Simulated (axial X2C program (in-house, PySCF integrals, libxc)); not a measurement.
Potential curves of HfH, with spin–orbit coupling

All values were computed with an in-house relativistic program for diatomic molecules. Two-component (2c) means X2C with spin–orbit coupling and atomic mean-field two-electron Coulomb and Gaunt terms. Basis: Hf dyall-cv3z [13s14p9d7f4g], H dyall-v3z [6s2p1d] (cores contracted in-house); Gaussian nuclei, density fitting, unrestricted open shells. Masses: Hf 179.947 u, H 1.008 u.

State: Ω = 3/2 (⟨Sz⟩ = -0.47, ⟨Lz⟩ = 1.97 at HF). Energies in eV from the fragments at the same level (Hf + H). Fits are polynomials in 1 − R0/R over 0.85 to 1.23 times the lowest point R0.

```csv
R (Å),CCSD(T)
1.6562,-2.4469
1.7108,-2.5791
1.7654,-2.6617
1.8200,-2.7030
1.8837,-2.7083
1.9474,-2.6762
2.0293,-2.5919
```

Correlated methods: 5 electrons correlated (number of frozen shells: Hf 5 s, 4 p, 2 d, 1 f; H none), 249 virtual spin orbitals or spinors in MP2, 83 natural virtuals in coupled cluster.

The state is one determinant whose occupation by symmetry is held fixed; it was picked as the lowest of a PBE0 search that is not exhaustive. De is counted from the lowest determinant-based energies of the atoms at the same level, without counterpoise correction. Coupled cluster ran in a truncated set of natural virtual spinors; the MP2 energy of the rest was added. (T) has no such correction and the atoms are truncated less, which lowers De at CCSD(T) by a hundredth of an eV or more. Other states lie close and PBE0, whose exact exchange favours high spin, may order them wrongly; the determinant shown need not be the ground state. The nearest other 2c determinant of the search, Ω = 1/2, lies 0.21 eV up at the distance of the search. The outer-core s and p shells of the metal are frozen in the correlated rows, which leaves out core–valence correlation; for alkali and alkaline-earth bonds that tends to lengthen them. The determinant is spin-polarised beyond a pure state at some levels (its spin-free form has ⟨S²⟩ too high), which makes Re and μ there less reliable. The T1 diagnostic is large, a sign of multireference character. With the outer-core shells frozen, correlated bond lengths of heavy atoms tend to come out a few hundredths of an ångström too long. Coupled cluster ran on the points near the minimum only. MP2 and coupled cluster on one determinant become unreliable at the stretched end.

Question: Fit the CCSD(T) curve near its minimum: give the equilibrium distance, the harmonic wavenumber and the well depth.

Answer: At CCSD(T), 2c: Re = 1.860 Å, ωe ≈ 1650 cm⁻¹, De = 2.71 eV to Hf + H; Be follows as 4.86 cm⁻¹.
